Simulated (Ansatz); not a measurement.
`OB(F)F` + CH₃NH₂ → `CNB(F)F` + H₂O at 400 K and 1 bar (ligand exchange at a B–O bond).

Isolated molecules relaxed with PBE0-D4/def2-TZVP in Ansatz; ΔE leaves out vibrations. CCSD(T)/CBS is the MP2 limit (def2-TZVPP, def2-QZVPP) plus CCSD(T) − MP2 in def2-TZVPP, frozen cores. This one scheme is used for every species. One conformer a species, not always the lowest.

```tsv
species	CCSD(T)/CBS energy (Eh)	H − E (kJ/mol)	S (J/(mol·K))
`OB(F)F`	-300.33752	83.9	290.6
CH₃NH₂	-95.75281	185.4	256.0
`CNB(F)F`	-319.70892	198.5	339.2
H₂O	-76.37941	69.8	198.6
```

H − E and S are ideal-gas, rigid-rotor, harmonic terms from PBE0-D4/def2-TZVP, for one conformer and one mirror image of each species. 1 Eh = 2625.50 kJ/mol, R = 8.31446 J/(mol·K).

Question: By hand: ΔE, ΔH, ΔS and ΔG.

Answer: ΔE = (-319.70892) + (-76.37941) − (-300.33752) − (-95.75281) = 0.00200 Eh = 5.3 kJ/mol. Δ(H − E) = 198.5 + 69.8 − 83.9 − 185.4 = -1.0, so ΔH = 4.3 kJ/mol. ΔS = 339.2 + 198.6 − 290.6 − 256.0 = -8.8 J/(mol·K). ΔG = 4.3 − 400 × (-8.8)/1000 = 7.8 kJ/mol.

Question: By hand: the equilibrium constant, and the temperature at which ΔG would vanish if ΔH and ΔS stayed fixed.

Answer: log₁₀ K = −ΔG/(RT ln 10) = -1.0. ΔH and −TΔS have one sign here, so there is no such temperature. One of them is within its doubt of zero, so this could turn.

TΔS isn't small against ΔH here. A doubt of 5 kJ/mol in ΔE shifts log₁₀ K by 0.7 here. Other conformers and mirror images would add mixing entropy, several J/(mol·K) or more a flexible species. These are equilibria of isolated gas molecules and say nothing of rates. Largest T1 diagnostic: 0.012 (customary marks: 0.02 for closed shells, 0.045 for open ones).
